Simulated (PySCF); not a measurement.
Run record for `C1(C[Se]C1)C=C`: PBE0/STO-3G, energy threshold 1e-07 Eh, TDA, 3 singlets.

Method: TDA PBE0/STO-3G, vertical, gas phase, core orbitals frozen in the response (PySCF 2.14.0, density-fitted response routines). Geometry: GFN2-xTB. A driver script takes a list of jobs; this job's settings line and coordinates (Å) are shown.

Command:
```bash
OMP_NUM_THREADS=1 python probes_run.py task.json out
```

Input:
```
{"job": {"kind": "uv", "xc": "PBE0", "basis": "STO-3G", "nstates": 3, "ntriplets": 0, "tda": true, "scf": {"conv": 1e-07}}, "charge": 0, "multiplicity": 1}
C      2.030877    -0.771725    -0.622450
C      1.115084    -0.199080     0.136803
C     -0.316965    -0.034540    -0.246303
C     -0.827017     1.413067    -0.193071
Se    -2.576497     0.872945     0.569450
C     -1.314395    -0.646193     0.748565
H      1.793435    -1.167416    -1.596550
H      3.054864    -0.869939    -0.305130
H      1.376899     0.191224     1.112641
H     -0.485509    -0.451663    -1.242083
H     -0.289240     2.028334     0.528093
H     -0.896711     1.929169    -1.147914
H     -0.930455    -0.685482     1.767796
H     -1.735047    -1.609175     0.467986
```

Problem. Predict the output.

Solution. 
```
final grid: 112096 points
cycle   1  E = -2567.2786146013  dE = -2.309e+00  |g| = 4.618e-01  |ddm| = 4.804e+00
cycle   2  E = -2567.3288231388  dE = -5.021e-02  |g| = 4.309e-01  |ddm| = 1.883e+00
cycle   3  E = -2567.4079456836  dE = -7.912e-02  |g| = 9.768e-02  |ddm| = 8.829e-01
cycle   4  E = -2567.4109097089  dE = -2.964e-03  |g| = 1.707e-02  |ddm| = 1.449e-01
cycle   5  E = -2567.4109423459  dE = -3.264e-05  |g| = 1.401e-02  |ddm| = 3.634e-02
cycle   6  E = -2567.4110012642  dE = -5.892e-05  |g| = 1.428e-03  |ddm| = 1.721e-02
cycle   7  E = -2567.4110019248  dE = -6.606e-07  |g| = 1.950e-04  |ddm| = 2.131e-03
cycle   8  E = -2567.4110019354  dE = -1.060e-08  |g| = 5.659e-05  |ddm| = 3.157e-04
converged SCF energy = -2567.4110019354

Static polarisability (au): isotropic 36.848, principal 25.736 29.550 55.259

Singlet excitations
state   eV       nm        f      main configurations
  1   5.0232    246.8   0.00002   H->L 0.89, H->L+1 0.11
  2   6.5154    190.3   0.00000   H->L+1 0.89, H->L 0.11
  3   7.8707    157.5   0.03366   H-2->L 0.97
```

H and L stand for HOMO and LUMO; the number after each pair is its weight.

Problem. Which computed singlet has the largest oscillator strength, and what do all of them sum to?

Solution. State 3 at 7.87 eV (158 nm), f = 0.034; the 3 states sum to 0.034.

Problem. Give the mean polarisability as a volume in Å³, and the ratio of the largest to the smallest principal value.

Solution. 36.848 au × 0.148185 = 5.46 Å³; 55.259/25.736 = 2.15.

In short: SCF converged in 8 cycles with 51 basis and 785 fitting functions; HOMO -3.63 eV, LUMO 2.89 eV; lowest singlet 5.02 eV; mean polarisability 36.8 au.

 The PBE0/STO-3G calculation is non-relativistic and has no spin–orbit coupling, an omission that weighs most on selenium.

Problem. How long does this job take on an Intel Xeon Platinum 8488C with one thread, shared host with 96 logical CPUs at a one-minute load of 46? And the peak memory of the process?

Solution. About 4.5 s, with 0.60 GiB resident at the peak, the Python interpreter and its libraries included.

The values belong to the conformer `[CH2:1]=[CH:2][CH:3]1[CH2:4][Se:5][CH2:6]1`: C1–C2–C3–C4 -124°.
